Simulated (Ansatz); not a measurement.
C$_{3}$H$_{10}$OSi, SMILES `CCOC[SiH3]`, one more setting.

```yaml
crystal:
  periodic: [false, false, false]
  atoms:
    - {symbol: C, position_ang: [-1.479430, -1.642817, -0.227056]}
    - {symbol: C, position_ang: [-0.579722, -0.832377, -1.123733]}
    - {symbol: O, position_ang: [-0.052447, 0.305856, -0.711028]}
    - {symbol: C, position_ang: [0.810201, 0.355668, 0.311743]}
    - {symbol: Si, position_ang: [1.263339, 1.931988, 0.778102]}
    - {symbol: H, position_ang: [-1.980149, -2.601917, -0.574134]}
    - {symbol: H, position_ang: [-1.159519, -1.884402, 0.827574]}
    - {symbol: H, position_ang: [-2.286087, -1.008244, -0.076811]}
    - {symbol: H, position_ang: [-1.013436, -0.761968, -2.170462]}
    - {symbol: H, position_ang: [0.344717, -1.602745, -1.250973]}
    - {symbol: H, position_ang: [0.166788, -0.089021, 1.369049]}
    - {symbol: H, position_ang: [1.551618, -0.273610, 0.176685]}
    - {symbol: H, position_ang: [1.969701, 2.561231, -0.385562]}
    - {symbol: H, position_ang: [0.248734, 2.848264, 1.060607]}
    - {symbol: H, position_ang: [2.233197, 1.938860, 1.858996]}
basis:
  gaussian: {orbitals: def2-TZVP, fitting: {mean_field: def2-universal-jkfit}, point_charges: [{charge: 0.50, position_ang: [6.808, 0.058, 0.865]}]}
hamiltonian: {xc: {name: PBE}}
scf: {lower_state_search: light}
output: {forces: true}
```

```sh
$ ansatz run in.yaml --threads 4 --pin off --events-out ev --progress --plain --max-ram 10444MiB
```

It prints (some lines left out):

```
Functional definition: PBE
610 factors; integrals over basis functions are off by at most 8.7e-1 eV
mean field evaluation 1: about -13171.9275 eV, gradient 8.1e1 eV
mean field evaluation 2: about -13136.9153 eV, gradient 1.4e2 eV
mean field evaluation 4: about -13186.8044 eV, gradient 1.4e1 eV
mean field evaluation 8: about -13187.1345 eV, gradient 3.0e-1 eV
mean field evaluation 16: about -13187.1347 eV, gradient 4.7e-5 eV
mean field -13187.13468536 eV, -484.6182611262 hartree, gradient 4.7e-5 eV, S^2 0.000000; 0 other end points of the search recorded, 0 dependent functions left out
reference -13187.13473608 eV, -484.6182629900 hartree; 25, 25 occupied and 196, 196 virtual orbitals, 610 factors
Total energy: -13187.13473608 eV, -484.6182629900 hartree
Atom 0 at    -1.479430    -1.642817    -0.227056 Å, force    -0.648954    -1.189479     1.416939 eV/Å
Atom 1 at    -0.579722    -0.832377    -1.123733 Å, force     2.178500    -6.240710    -2.403439 eV/Å
Atom 2 at    -0.052447     0.305856    -0.711028 Å, force    -1.488000     3.929926    -1.455485 eV/Å
Atom 3 at     0.810201     0.355668     0.311743 Å, force    -5.921794    -2.311888     4.055853 eV/Å
Atom 4 at     1.263339     1.931988     0.778102 Å, force     2.540727     3.712337    -0.357868 eV/Å
Atom 5 at    -1.980149    -2.601917    -0.574134 Å, force     1.076803     0.922936    -0.407747 eV/Å
Atom 6 at    -1.159519    -1.884402     0.827574 Å, force     0.444673     0.256977    -0.920490 eV/Å
Atom 7 at    -2.286087    -1.008244    -0.076811 Å, force    -2.344108     1.364453     0.657001 eV/Å
Atom 8 at    -1.013436    -0.761968    -2.170462 Å, force     0.264161     0.388534     1.071603 eV/Å
Atom 9 at     0.344717    -1.602745    -1.250973 Å, force    -1.113911     1.105023    -0.383412 eV/Å
Atom 10 at     0.166788    -0.089021     1.369049 Å, force     1.796300     0.814442    -2.035713 eV/Å
Atom 11 at     1.551618    -0.273610     0.176685 Å, force     4.259532    -3.647100    -0.482088 eV/Å
Atom 12 at     1.969701     2.561231    -0.385562 Å, force     0.172744     0.065032    -0.080652 eV/Å
Atom 13 at     0.248734     2.848264     1.060607 Å, force    -1.710691     1.071533     0.594046 eV/Å
Atom 14 at     2.233197     1.938860     1.858996 Å, force     0.496866    -0.253782     0.732896 eV/Å
Dipole moment:    -0.244922    -0.328030     0.059458 e Å
```

Run time 1.9 s (4 threads of an Arm Neoverse V2 on a shared host); peak host memory 0.58 GiB.
